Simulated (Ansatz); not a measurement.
The lowest singlet and triplet of C4H6 (SMILES [CH2]C([CH2])=C); geometries from B3LYP-D3(BJ)/def2-TZVP, each state relaxed from the structure named, with no frequency check, low spin by broken symmetry.
Singlet (charge 0, multiplicity 1):
```xyz
10

C     -0.65141     1.23965    -0.04746
C     -0.02320     0.00105    -0.00028
C      1.43071    -0.06457     0.01726
C     -0.76136    -1.17588     0.03041
H     -1.72969     1.31480    -0.06133
H     -0.08231     2.15819    -0.07148
H      1.93963    -1.01660     0.05380
H      2.02404     0.83771    -0.00597
H     -1.84206    -1.15360     0.01823
H     -0.27806    -2.14193     0.06713
```
Triplet (charge 0, multiplicity 3):
```xyz
10

C     -0.6489     1.2509     0.0040
C      0.0000     0.0000     0.0000
C      1.4078    -0.0635     0.0101
C     -0.7588    -1.1874    -0.0141
H     -1.7277     1.3187    -0.0036
H     -0.0831     2.1718     0.0148
H      1.9223    -1.0140     0.0072
H      2.0057     0.8368     0.0209
H     -1.8393    -1.1577    -0.0220
H     -0.2781    -2.1555    -0.0174
```

A positive gap puts the triplet lower; no zero-point energy. R- takes a restricted singlet, here one determinant of a half-filled degenerate or near-degenerate pair, which mixes singlet states. U- takes an unrestricted singlet (broken symmetry where lower, unprojected). The triplet is unrestricted in single-reference levels.

Frozen-core correlation.

The values were computed with Ansatz (Gaussian basis) for Hartree–Fock, density functionals and correlated methods. Values without a source in brackets are computed.

```tsv
level	gap E(singlet) − E(triplet), adiabatic (eV)
R-SVWN5/def2-TZVPP	1.396
R-PBE/def2-TZVPP	1.651
R-r2SCAN/def2-TZVPP	2.229
R-B3LYP/def2-TZVPP	1.978
R-PBE0/def2-TZVPP	2.215
U-PBE0/def2-TZVPP (spin-contaminated)	0.549
R-BHLYP/def2-TZVPP	2.646
U-wB97X-V/def2-TZVPP (spin-contaminated)	0.592
R-B2PLYP/def2-TZVPP	?
```

### Question
What belongs in the gaps?

### Answer

- R-B2PLYP/def2-TZVPP, gap E(singlet) − E(triplet), adiabatic (eV): 1.779

Doubts at one or more of the structures used: a restricted determinant that unrestricted orbitals would lower (R-SVWN5/def2-TZVPP, R-PBE/def2-TZVPP, R-r2SCAN/def2-TZVPP, R-B3LYP/def2-TZVPP, R-PBE0/def2-TZVPP, R-BHLYP/def2-TZVPP, R-B2PLYP/def2-TZVPP).

Ansatz is a quantum-chemistry and plane-wave program.
